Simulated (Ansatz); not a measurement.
The cluster Tl2F3⁻, relaxed as a singlet with RKS B3LYP-D4/def2-SVPD in Ansatz, starting from the GFN1-xTB geometry. Force threshold 0.02 eV/Å.

In the def2 sets Tl takes a core potential; there is no spin–orbit coupling. The structure comes from a short search, and lower isomers may exist.

Start:

```xyz
5

Tl    1.196   -0.509   -0.571
Tl   -1.195    0.497    0.575
F     0.343    1.931   -0.958
F     0.796   -0.368    2.009
F    -1.141   -1.551   -1.056
```

| step | energy (eV) | largest force component (eV/Å) | SCF passes |
| --- | --- | --- | --- |
| 1 | -17543.1610 | 1.056 | 15 |
| 2 | -17543.8398 | 0.847 | 21 |
| 3 | -17544.0152 | 0.606 | 20 |
| 4 | -17544.2342 | 0.267 | 22 |
| 5 | -17544.2444 | 0.027 | 20 |
| 6 | -17544.2446 | 0.002 | 14 |

Force components are those of the run's own axes.

End:

```xyz
5

Tl    1.429   -0.595   -0.680
Tl   -1.429    0.595    0.680
F     0.274    1.524   -0.759
F     0.626   -0.302    1.578
F    -0.899   -1.222   -0.819
```

Bonds formed: Tl1–F3, Tl1–F4, Tl1–F5, Tl2–F3, Tl2–F4, Tl2–F5 (atoms count from 1). Metal–metal contacts that move far: Tl1–Tl2 2.84 to 3.38 Å.

No frequencies were taken in this run, so the end may be a saddle point.

Run time 13 s (4 threads of Intel Xeon Platinum 8375C on a shared host).
